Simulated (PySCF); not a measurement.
A calculated (TPSS, PySCF 2.14, 6-31G*, the non-relativistic Hamiltonian (point nucleus)) atom or ion has these occupied shells.

| shell | electrons | orbital energy (eV) | rms radius, mean of both spins (bohr) |
| --- | --- | --- | --- |
| 1s | 2 | -1550.7 | 0.139 |
| 2s | 2 | -143.66 | 0.679 |
| 2p | 6 | -104.78 | 0.672 |

Task: Name the element and its charge.

Result: Al³⁺ (aluminium, charge +3), in [Ne], closed-shell 1S.
